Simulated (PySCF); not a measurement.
Stick spectrum of a doublet radical in fast tumbling, microwave frequency 9.786 GHz, simulated to first order from computed parameters.

Lines, field (mT) (relative intensity): 346.50 (1), 346.58 (1), 347.82 (1), 347.90 (1), 350.51 (1), 350.59 (1), 351.83 (1), 351.91 (1)

Question: Find the g value from the centre of the pattern.

Answer: The pattern is symmetric about 349.21 mT, so g = hν/(μB·B0) = 9786/(13.99624 × 349.21) = 2.0022, a shift of -0.1 × 10⁻³ from the free-electron value.

Question: Which couplings and how many nuclei make this pattern?

Answer: The first two lines at either end are about 0.08 mT apart, which is the smallest coupling, and their intensity ratio 1:1 counts the nuclei that share it. In full: a 1:1 doublet of 4.01 mT (112 MHz), from 1 nucleus of spin 1/2; a 1:1 doublet of 1.32 mT (37 MHz), from 1 nucleus of spin 1/2; a 1:1 doublet of 0.08 mT (2 MHz), from 1 nucleus of spin 1/2. Check: Σ 2nI·a is the distance from the first to the last line, 5.41 mT.

Question: The radical has the formula C7H6FS. Propose a structure, and say which nuclei carry the couplings.

Answer: The pattern alone needn't single out one isomer; the structure behind this simulation is `[H]/[C]=C\C#CC1(F)CSC1` [radical], numbered [H]/[C:1]=[CH:2]\[C:3]#[C:4][C:5]1([F:6])[CH2:7][S:8][CH2:9]1 (hydrogens: H10 on C1; H11 on C2; H12, H13 on C7; H14, H15 on C9). 4.01 mT: 1H at H11 (2 bonds from C1, on C2 of spin population -0.16; computed sign +); 1.32 mT: 1H at H10 (1 bond from C1; computed sign +); 0.08 mT: 19F at F6 (5 bonds from C1; computed sign +). The Mulliken spin populations are largest on C1 (+1.08), C2 (-0.16) and C3 (+0.07). C1 is the only atom above +0.15. The positive populations add up to 1.19 and the negative ones to -0.19, together 2S = 1.

Theory: UKS B3LYP, pcH-1 on C F H S, non-relativistic, mean-field spin-orbit, GIAO (PySCF). The structure is a single GFN2-xTB conformer in the gas phase; no vibrational or solvent corrections. Couplings are sensitive to structure, and on GFN2-xTB geometries they can be far from those on DFT ones. No stability test was run, so a lower SCF solution isn't excluded.

Rare isotopes and splittings under 0.04 mT were left out of the simulation.

The run took 3.0 min of wall time (grids of density and orbitals included) on AMD EPYC, one thread (shared host), and the process peaked at 1.1 GiB of memory.
